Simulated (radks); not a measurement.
The fluorine anion F-, [Ne], held by a Watson sphere: a shell of charge +0.95 at radius R that stands for the Madelung well of a crystal (potential energy -0.95/R inside, -0.95/r outside, in hartree with lengths in bohr). All-electron calculation, non-relativistic Kohn-Sham, LDA (Slater exchange, VWN5 correlation), spin-polarised, spherical densities, point nucleus. Program: a radial shooting solver on a logarithmic mesh with Libxc functionals. Response by self-consistent Sternheimer equations with the Hartree and adiabatic LDA kernel. The sphere does not respond.

R (bohr),e(1s) (eV),e(2s) (eV),e(2p) (eV),<r> 2p (bohr),sum of <r^2> (bohr^2),X-ray form factor at sin(theta)/lambda = 0.1 1/angstrom,alpha (bohr^3)
1.85,-653.24,-27.115,-9.133,1.210,14.75,9.023,7.384
1.9,-653.18,-26.952,-8.990,1.215,14.86,9.017,7.590
2.01,-653.03,-26.606,-8.683,1.224,15.10,9.004,8.055
3.11,-651.24,-23.995,-6.207,1.281,16.83,8.922,13.08
3.38,-650.84,-23.532,-5.748,1.289,17.12,8.911,14.34
3.52,-650.65,-23.312,-5.529,1.293,17.26,8.905,14.98
